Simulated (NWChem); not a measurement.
System: InHClF; SMILES [F][InH][Cl]

Here is an NWChem input.

```
start job
memory heap 200 mb stack 900 mb global 1100 mb
geometry units angstroms noautoz
  In    -0.269446    -0.446347     0.000000
  H     -1.834851    -1.144238     0.000000
  F      1.380679    -1.527811     0.000000
  Cl     0.275704     1.844234     0.000000
end
basis spherical
  In library def2-svp
  H library def2-svp
  F library def2-svp
  Cl library def2-svp
end
ecp
  In library def2-ecp
end
dft
  xc xwpbe 1.00 cpbe96 1.0 hfexch 1.00
  cam 0.8 cam_alpha 0.0 cam_beta 1.0
  iterations 150
  vectors input atomic output neutral.movecs
end
task dft energy
charge 1
dft
  odft
  mult 2
  vectors input atomic output cation.movecs
end
task dft energy
```

Parts of the log:

```
             Northwest Computational Chemistry Package (NWChem) 7.3.0
             --------------------------------------------------------

 CS  symmetry detected

                             Geometry "geometry" -> ""
                             -------------------------

 Output coordinates in angstroms (scale by  1.889725989 to convert to a.u.)

  No.       Tag          Charge          X              Y              Z
 ---- ---------------- ---------- -------------- -------------- --------------
    1 In                  49.0000    -0.31319971    -0.36149767     0.00000000
    2 H                    1.0000    -1.90819254    -0.98882737     0.00000000
    3 F                    9.0000     1.28701397    -1.51553105     0.00000000
    4 Cl                  17.0000     0.33363840     1.90247015     0.00000000

 Effective nuclear repulsion energy (a.u.)     347.3724101644

      Symmetry information
      --------------------

 Group name             Cs
 Group number              2
 Group order               2
 No. of unique centers     4

 Summary of "ao basis" -> "ao basis" (spherical)
 ------------------------------------------------------------------------------
       Tag                 Description            Shells   Functions and Types
 ---------------- ------------------------------  ------  ---------------------
 In                         def2-svp                10       26   4s4p2d
 H                          def2-svp                 3        5   2s1p
 F                          def2-svp                 6       14   3s2p1d
 Cl                         def2-svp                 8       18   4s3p1d

      Symmetry analysis of basis
      --------------------------

        a'         45
        a"         18

            General Information
            -------------------
          SCF calculation type: DFT
          Wavefunction type:  closed shell.
          No. of atoms     :     4
          No. of electrons :    48
           Alpha electrons :    24
            Beta electrons :    24
          Charge           :     0
          Spin multiplicity:     1
          Use of symmetry is: on ; symmetry adaption is: on
          Maximum number of iterations: 150
          AO basis - number of functions:    63
                     number of shells:    27
          Convergence on energy requested:  1.00D-06
          Convergence on density requested:  1.00D-05
          Convergence on gradient requested:  5.00D-04

              XC Information
              --------------
                     Hartree-Fock (Exact) Exchange  1.000
                     LC-wPBE(h)Exchange Functional  1.000
            Perdew 1991 LDA Correlation Functional  1.000 local
           PerdewBurkeErnz. Correlation Functional  1.000 non-local

           Range-Separation Parameters
           ---------------------------
           Alpha           :  0.00
           Beta            :  1.00
           Gamma           :  0.80
           Short-Range HF  :     F

             Grid Information
             ----------------
          Grid used for XC integration:  medium
          Radial quadrature: Mura-Knowles
          Angular quadrature: Lebedev.
          Tag              B.-S. Rad. Rad. Pts. Rad. Cut. Ang. Pts.
          ---              ---------- --------- --------- ---------
          In                  1.55      123           8.0       590
          H                   0.35       45          10.0       434
          F                   0.50       49           9.0       434
          Cl                  1.00       88          10.0       590
          Grid pruning is: on
          Number of quadrature shells:   305
          Spatial weights used:  Erf1

      Superposition of Atomic Density Guess
      -------------------------------------

 Sum of atomic energies:        -777.16561147

      Non-variational initial energy
      ------------------------------

 Total energy =    -748.296093
 1-e energy   =   -1436.839185
 2-e energy   =     524.385676
 HOMO         =      -0.407361
 LUMO         =      -0.043669

      Symmetry analysis of molecular orbitals - initial
      -------------------------------------------------

  Numbering of irreducible representations:

     1 a'          2 a"

  Orbital symmetries:

     1 a'          2 a'          3 a'          4 a'          5 a'
     6 a"          7 a'          8 a'          9 a'         10 a"
    11 a'         12 a'         13 a'         14 a'         15 a"
    16 a"         17 a'         18 a'         19 a'         20 a"
    21 a'         22 a'         23 a"         24 a'         25 a'
    26 a"         27 a'         28 a'         29 a'         30 a"
    31 a'         32 a'         33 a"         34 a"

   convergence    iter        energy       DeltaE   RMS-Dens  Diis-err
 ---------------- ----- ----------------- --------- --------- ---------
 d= 0,ls=0.0,diis     1   -750.4476946091 -9.15D+02  1.59D-02  7.73D-01
 d= 0,ls=0.0,diis     2   -750.4982462622 -5.06D-02  5.39D-03  5.47D-01
 d= 0,ls=0.0,diis     3   -750.5414939624 -4.32D-02  1.27D-03  5.62D-03
 d= 0,ls=0.0,diis     4   -750.5424257473 -9.32D-04  4.40D-04  5.60D-04
 d= 0,ls=0.0,diis     5   -750.5425291975 -1.03D-04  1.29D-04  2.49D-05
  Resetting Diis
 d= 0,ls=0.0,diis     6   -750.5425379344 -8.74D-06  3.54D-05  1.41D-06
 d= 0,ls=0.0,diis     7   -750.5425385751 -6.41D-07  8.19D-06  1.10D-07

         Total DFT energy =     -750.542538575134
      One electron energy =    -1438.152683595109
           Coulomb energy =      579.309279629259
    Exchange-Corr. energy =      -55.856550703936
 Nuclear repulsion energy =      164.157416094652

 Numeric. integr. density =       47.999993360664

                  Occupations of the irreducible representations
                  ----------------------------------------------

[...]
```

Level: LC-wPBE (HJS exchange hole, range parameter 0.8 per bohr)/def2-SVP with def2 effective core potentials on In, vertical spin-unrestricted ions. All runs use the structure optimised with PBE-D3(BJ)/def2-SVP. def2 effective core potentials on In; no spin-orbit coupling.
